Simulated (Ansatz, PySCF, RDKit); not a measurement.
Torsion H4–S1–Se2–S3 in H2S2Se (SMILES S[Se]S); at each angle all else is relaxed with GFN2-xTB, and the levels are single points there.
Geometry at 90° (charge 0, multiplicity 1):
```xyz
5

S      1.9381    -0.2529    -0.4015
Se     0.0546    -1.2882    -0.7947
S     -0.1121    -1.2892    -2.9731
H      1.4513     0.9884    -0.3204
H      0.5603    -2.4197    -3.2066
```

On the grid 0° to 330°, 0° is the highest and 90° the lowest point at MP2/CBS(def2-TZVPP, def2-QZVPP) + ΔCCSD(T)/def2-TZVPP.

Rows in 6-31G* carry no dispersion term and start afresh at each structure (6-31G* with six Cartesian d functions); the Pople sets are all-electron and without relativity.

Codes used: Ansatz (a quantum-chemistry and plane-wave program); PySCF for 6-31G* rows; RDKit for the force fields. 

Q: Estimate the energy at 0° less that at 90° that UFF returns for this input.

A: 247 meV

Q: What energy at 0° less that at 90° does M06-2X/6-31G* give?

A: 339 meV

Q: What energy at 0° less that at 90° does B3LYP/def2-TZVPP give?

A: 327 meV
